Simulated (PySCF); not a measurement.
Simulation results for BClH3Si, BH4OSi, BFH5Si2

All values are calculated (PySCF 2.14.0). Calculation on a computer-drawn molecule: the log of a Hartree-Fock and frozen-core CCSD(T) single point meant for a local Hartree-Fock minimum, with one planted fault or none, to be diagnosed. Offsets are logged minus clean, where the clean run is the same molecule without the fault. The reference is restricted for singlets and unrestricted otherwise, and also for a bond in bohr or an excited solution. Adding or removing an electron swaps singlet and doublet. The excited solution moves the top pair (singlet) or top alpha electron (doublet) to the lowest empty orbital. Highest occupied and lowest empty are orbital energies over both spins, largest force is the largest gradient component, triples share is (T) over the correlation energy, the T1 limit is 0.02 restricted and 0.045 unrestricted, electrons count all cores, a negative frequency is imaginary (commonest isotopes), and the dipole is about the centre of nuclear charge.

Common to all runs: meant charge 1; meant multiplicity 1; meant basis cc-pV(D+d)Z; logged SCF converged yes; logged CC converged yes; logged SCF stable within its kind yes; possible faults no fault, one electron removed, one electron added, multiplicity raised by two, geometry at a saddle point, SCF held on an excited solution, minimal basis STO-3G, one bond length entered in bohr, all coordinates scaled.

(1) BClH3Si

Logged structure:
```xyz
6
BClH3Si
B      1.1452     1.3827     0.2896
Si     0.1098    -0.2648    -0.3209
Cl     0.9026    -2.0551    -0.0864
H      1.8718     1.8991    -0.4965
H      0.9809     1.7535     1.4068
H     -1.2154    -0.2777    -0.9422
```

- logged electrons: 39
- logged basis functions: 75
- logged spin squared: 0.7598
- logged highest occupied: -6.6081 eV
- logged lowest empty: -0.031202 eV
- logged largest force: 0.071346 hartree/bohr
- logged T1 diagnostic: 0.015384
- logged D1 diagnostic: 0.048906
- logged triples share: 0.028245
- logged dipole magnitude: 4.1396 debye
- logged energy HF: -774.79816 hartree
- logged energy CCSD(T): -775.16275 hartree
- planted fault: one electron added
- HF energy offset from clean run: -129.3 kcal/mol
- CCSD(T) energy offset from clean run: -142.3 kcal/mol

Drawn bonds:
```
atom  other atom  order
   1           2      1
   2           3      1
   1           4      1
   1           5      1
   2           6      1
```

(2) BClH3Si

Structure as in entry 1.

- logged electrons: 37
- logged basis functions: 75
- logged spin squared: 0.794
- logged highest occupied: -24.342 eV
- logged lowest empty: -15.93 eV
- logged largest force: 0.070593 hartree/bohr
- logged T1 diagnostic: 0.03321
- logged D1 diagnostic: 0.15149
- logged triples share: 0.035682
- logged dipole magnitude: 7.21 debye
- logged energy HF: -773.97368 hartree
- logged energy CCSD(T): -774.31024 hartree
- planted fault: one electron removed
- HF energy offset from clean run: 388.1 kcal/mol
- CCSD(T) energy offset from clean run: 392.6 kcal/mol

Drawn bonds:
```
atom  other atom  order
   1           2      1
   2           3      1
   1           4      1
   1           5      1
   2           6      1
```

(3) BH4OSi

Logged structure:
```xyz
7
BH4OSi
B     -1.7276     0.6059    -0.6239
Si     0.2761     0.5799    -1.0036
O      0.9344    -0.2583    -2.1644
H     -2.3870     1.4391    -1.1575
H     -2.1665    -0.2072     0.1244
H      1.2925     1.3177    -0.2592
H      0.5593    -0.8360    -2.8204
```

* logged electrons: 30
* logged basis functions: 23
* logged spin squared: 0
* logged highest occupied: -16.265 eV
* logged lowest empty: -1.4624 eV
* logged largest force: 0.031902 hartree/bohr
* logged T1 diagnostic: 0.02612
* logged D1 diagnostic: 0.09995
* logged triples share: 0.040158
* logged dipole magnitude: 1.1762 debye
* logged energy HF: -385.92518 hartree
* logged energy CCSD(T): -386.0778 hartree
* planted fault: minimal basis STO-3G
* HF energy offset from clean run: 2899 kcal/mol
* CCSD(T) energy offset from clean run: 3046 kcal/mol

Drawn bonds:
```
atom  other atom  order
   1           2      1
   2           3      1
   1           4      1
   1           5      1
   2           6      1
   3           7      1
```

Notes: T1 above single-reference limit.

(4) BH4OSi

Structure as in entry 3.

- logged electrons: 30
- logged basis functions: 71
- logged spin squared: 2.0159
- logged highest occupied: -13.848 eV
- logged lowest empty: -8.444 eV
- logged largest force: 0.034482 hartree/bohr
- logged T1 diagnostic: 0.024164
- logged D1 diagnostic: 0.098478
- logged triples share: 0.02827
- logged dipole magnitude: 0.48025 debye
- logged energy HF: -390.39534 hartree
- logged energy CCSD(T): -390.78453 hartree
- planted fault: multiplicity raised by two
- HF energy offset from clean run: 93.87 kcal/mol
- CCSD(T) energy offset from clean run: 92.31 kcal/mol

Drawn bonds:
```
atom  other atom  order
   1           2      1
   2           3      1
   1           4      1
   1           5      1
   2           6      1
   3           7      1
```

(5) BFH5Si2

Logged structure:
```xyz
9
BFH5Si2
B      0.0253    -2.0215     0.1099
Si     0.9307    -0.2085     0.0193
Si     1.1792     1.3058     1.8847
F      0.4708     0.4798     3.0580
H      0.6880    -2.9735     0.3797
H     -1.1455    -2.0816    -0.0995
H      1.4694     0.1941    -1.2932
H      0.4369     2.5221     1.5531
H      2.6142     1.4634     2.1223
```

* logged electrons: 46
* logged basis functions: 99
* logged spin squared: 0
* logged highest occupied: -16.482 eV
* logged lowest empty: -5.6955 eV
* logged largest force: 8.136e-06 hartree/bohr
* logged lowest frequency: 55.411 cm⁻¹
* logged T1 diagnostic: 0.014546
* logged D1 diagnostic: 0.031513
* logged triples share: 0.021437
* logged dipole magnitude: 4.9645 debye
* logged energy HF: -704.64254 hartree
* logged energy CCSD(T): -705.14089 hartree
* planted fault: ?

Drawn bonds:
```
atom  other atom  order
   1           2      1
   2           3      1
   3           4      1
   1           5      1
   1           6      1
   2           7      1
   3           8      1
   3           9      1
```

To be estimated
1. BFH5Si2 (entry 5): planted fault?

## Answers
1. no fault

Further results for BFH5Si2 (entry 5):

- HF energy offset from clean run: 0 kcal/mol
- CCSD(T) energy offset from clean run: 0 kcal/mol
